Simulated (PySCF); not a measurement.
Q: What does the GFN2-xTB structure of `FC(F)(F)C(F)(F)CCl` (3-chloro-1,1,1,2,2-pentafluoropropane) look like in three dimensions?

A: 
```xyz
11
C3H2ClF5 angstrom
F      1.3503   -1.2841    0.4577
C      1.2834   -0.0690   -0.0944
F      1.5102   -0.2009   -1.3959
F      2.2709    0.6586    0.4172
C     -0.1002    0.5859    0.1940
F     -0.2340    1.6631   -0.6064
F     -0.0612    1.0657    1.4633
C     -1.2859   -0.3638    0.0642
Cl    -1.3211   -1.1151   -1.5475
H     -2.2038    0.2098    0.2034
H     -1.2031   -1.1475    0.8185
```

Any rigid rotation of these coordinates is as good. Atoms count from 1 in this order. The 2 C–C bonds span 1.525 Å (C5–C8, drawn single) to 1.558 Å (C2–C5, drawn single), a spread of 0.033 Å. Of the pairs four or more bonds apart, F3···Cl9 is among the closest relative to their van der Waals radii: 2.98 Å, 93 % of the sum of Bondi's values. The C–F distances run from 1.328 Å (C2–F3, drawn single) to 1.358 Å (C5–F7, drawn single), a spread of 0.030 Å.

Bonds between heavy atoms (Å): F1–C2 1.336, C2–F3 1.328, C2–F4 1.329, C2–C5 1.558, C5–F6 1.349, C5–F7 1.358, C5–C8 1.525, C8–Cl9 1.779.

Structure optimised with GFN2-xTB, isolated species.

Point group: C1 (no symmetry element, even within 0.4 Å). No GFN2-xTB frequencies stand behind this structure, so it isn't proved a minimum. The numbers are those of one conformer (C2–C5–C8–Cl9 -56°).

All values are computed, not measured.
